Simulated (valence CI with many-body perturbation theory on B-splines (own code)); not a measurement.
# Pr⁵³⁺: calculated level list

Calculated by relativistic CI+MBPT: four valence electrons over a frozen Dirac-Fock core [He], radial functions for each j: 11 s, 11 p, 10 d, 8 f, 5 g, 2 h, with the one-electron correlation potential Σ1 (screened to all orders), the two-electron term Σ2, the three-electron term Σ3, Breit, model QED; selected single and double excitations, second order for the rest, scaled by the run's own slope (own B-spline code, finite nucleus).

The last digits are not significant, and no measured levels were compared; by estimate large intervals hold to a few tenths of a per cent, small ones and those within an open d or f shell to about a per cent. Among the levels kept, up to 850 cm⁻¹ of a level comes from second order outside the variational space, and about a tenth of that is noise between levels of different J, which matters for small intervals.

Levels 46 to 90 of 208, with energies above the lowest level, (2s^2 2p1/2^2) J=0. "Leading %" is the weight of the configuration and term that name the level; weights of strongly mixed levels are sums over their largest components and can fall short. In the jj column 3d3/2^4 stands for four electrons in 3d with j = 3/2. Lifetimes count E1, E2, E3, M1 and M2 decay at the calculated energies, and are blank where another channel may lead or the interval is too uncertain; long ones can be off by a factor of two.

```tsv
No.	Configuration	Term	J	E (eV)	Leading %	Lifetime	Leading jj
46	2s.2p2.3s	3P	1	6845.4	67	9.67 fs	2s 2p1/2 2p3/2 3s (97 %)
47	2s.2p2.3s	3D	3	6854.9	56	19.2 fs	2s 2p1/2 2p3/2 3s (93 %)
48	2s.2p2.3s	3P	2	6875.5	39	10.0 fs	2s 2p1/2 2p3/2 3s (96 %)
49	2s.2p2.3p	5P°	1	6889.8	39	15.0 fs	2s 2p1/2 2p3/2 3p1/2 (99 %)
50	2s.2p2.3p	5D°	2	6899.1	47	7.52 fs	2s 2p1/2 2p3/2 3p1/2 (99 %)
51	2s2.2p.3p	1P	1	6900.7	39	49.5 fs	2s^2 2p3/2 3p3/2 (76 %)
52	2s2.2p.3p	3D	3	6909.1	92	125 fs	2s^2 2p3/2 3p3/2 (92 %)
53	2s.2p2.3s	3P	0	6914.2	86	9.67 fs	2s 2p1/2 2p3/2 3s (86 %)
54	2s.2p2.3s	1D	2	6919.7	33	27.5 fs	2s 2p1/2 2p3/2 3s (68 %)
55	2s.2p2.3s	3D	1	6921.4	46	14.6 fs	2s 2p1/2 2p3/2 3s (97 %)
56	2s.2p2.3p	3D°	3	6925.6	33	4.47 fs	2s 2p1/2 2p3/2 3p1/2 (98 %)
57	2s.2p2.3s	1P	1	6926.1	29	12.2 fs	2s 2p1/2 2p3/2 3s (78 %)
58	2s2.2p.3p	3P	2	6936.8	40	35.5 fs	2s^2 2p3/2 3p3/2 (64 %)
59	2s.2p2.3p	3P°	2	6952.3	40	7.72 fs	2s 2p1/2 2p3/2 3p1/2 (98 %)
60	2s2.2p.3p	1S	0	6954.7	58	54.7 fs	2s^2 2p3/2 3p3/2 (86 %)
61	2s2.2p.3d	3D°	2	6973.6	33	1.69 fs	2s^2 2p3/2 3d3/2 (68 %)
62	2s.2p2.3p	3P°	0	6975.7	35	2.24 fs	2s 2p1/2 2p3/2 3p1/2 (76 %)
63	2s.2p2.3p	3D°	1	6976.1	44	1.96 fs	2s 2p1/2 2p3/2 3p1/2 (71 %)
64	2s2.2p.3d	3F°	3	6984.2	51	2.11 fs	2s^2 2p3/2 3d3/2 (92 %)
65	2s.2p2.3p	3F°	2	6985.1	34	25.9 fs	2s 2p1/2 2p3/2 3p1/2 (71 %)
66	2s2.2p.3d	3P°	1	6990.4	41	3.06 fs	2s^2 2p3/2 3d3/2 (70 %)
67	2s2.2p.3d	3P°	0	6992.0	76	4.08 fs	2s^2 2p3/2 3d3/2 (76 %)
68	2s2.2p.3d	3F°	4	7008.6	97	20.4 ps	2s^2 2p3/2 3d5/2 (97 %)
69	2s.2p2.3p	3D°	1	7016.0	31	8.86 fs	2s 2p1/2 2p3/2 3p1/2 (98 %)
70	2s2.2p.3d	3P°	2	7019.0	47	2.11 fs	2s^2 2p3/2 3d5/2 (95 %)
71	2s2.2p.3d	3D°	3	7032.8	54	1.02 fs	2s^2 2p3/2 3d5/2 (89 %)
72	2s2.2p.3d	1P°	1	7041.6	60	1.53 fs	2s^2 2p3/2 3d5/2 (93 %)
73	2s.2p2.3p	5D°	3	7042.5	48	15.8 fs	2s 2p1/2 2p3/2 3p3/2 (95 %)
74	2s.2p2.3p	5P°	1	7049.7	27	6.15 fs	2s 2p1/2 2p3/2 3p3/2 (94 %)
75	2s.2p2.3p	3D°	2	7061.1	45	7.03 fs	2s 2p1/2 2p3/2 3p3/2 (97 %)
76	2s.2p2.3p	3P°	0	7073.1	82	4.19 fs	2s 2p1/2 2p3/2 3p3/2 (99 %)
77	2s.2p2.3p	3F°	4	7076.8	58	1.25 ps	2s 2p1/2 2p3/2 3p3/2 (98 %)
78	2s.2p2.3p	3P°	2	7081.3	44	7.05 fs	2s 2p1/2 2p3/2 3p3/2 (90 %)
79	2s.2p2.3p	1P°	1	7089.5	35	4.43 fs	2s 2p1/2 2p3/2 3p3/2 (85 %)
80	2s.2p2.3p	3D°	3	7097.1	51	7.33 fs	2s 2p1/2 2p3/2 3p3/2 (98 %)
81	2s.2p2.3d	5F	2	7105.6	45	4.92 fs	2s 2p1/2 2p3/2 3d3/2 (99 %)
82	2s.2p2.3d	5D	1	7107.1	50	6.32 fs	2s 2p1/2 2p3/2 3d3/2 (99 %)
83	2s.2p2.3d	5D	0	7107.8	84	25.6 fs	2s 2p1/2 2p3/2 3d3/2 (99 %)
84	2s.2p2.3d	5F	3	7113.6	55	5.36 fs	2s 2p1/2 2p3/2 3d3/2 (94 %)
85	2p3.3s	3P°	2	7119.1	23	27.9 fs	2p1/2^2 2p3/2 3s (50 %)
86	2p3.3s	1P°	1	7133.9	16	10.9 fs	2p1/2^2 2p3/2 3s (54 %)
87	2s.2p2.3d	5F	4	7137.8	58	192 fs	2s 2p1/2 2p3/2 3d3/2 (50 %)
88	2s.2p2.3p	3D°	3	7138.9	43	10.9 fs	2s 2p1/2 2p3/2 3p3/2 (99 %)
89	2s.2p2.3d	5D	4	7145.1	44	97.5 fs	2s 2p1/2 2p3/2 3d5/2 (57 %)
90	2s.2p2.3p	3D°	2	7145.2	28	10.6 fs	2s 2p1/2 2p3/2 3p3/2 (78 %)
```
